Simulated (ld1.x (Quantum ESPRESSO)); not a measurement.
# Ranking TM potentials for Ge

All share these settings but for the change named:

ld1.x (Quantum ESPRESSO) 7.5 input, shortened:

```
&input
   title='Ge', zed=32., rel=1, dft='PBE', iswitch=3,
   config='[Ar] 3d10 4s2 4p1.5'
 /
 &inputp
   pseudotype=2, tm=.true., lloc=1,
   nlcc=.false.
 /
2
4S  1  0   2.00   0.00  1.90  1.90  0.0
4P  2  1   1.50   0.00  2.40  2.40  0.0
 &test
   configts(1)='4s2 4p1.5'
 /
```

Test errors are all-electron minus pseudo excitation energies from the reference, over 4s2 4p2; 4s2 4p1; 4s2 4p0; 4s2 4p2.3; 4s1 4p2; 4s1 4p0; 4s0 4p4. None of these files shows a bound ghost.

The base gives 72.8 meV.

Of 9 variants that were run, those that failed, showed a ghost or another fault, or gave nearly equal values are left out.

Rank these variants by their largest absolute test error, smallest first.
A. core correction a·sin(br)/r model core inside 2.12 bohr
B. core correction a·sin(br)/r model core inside 2.28 bohr
C. core correction a·sin(br)/r model core inside 1.48 bohr

B (145.2 meV), A (194.8 meV), C (261.5 meV).
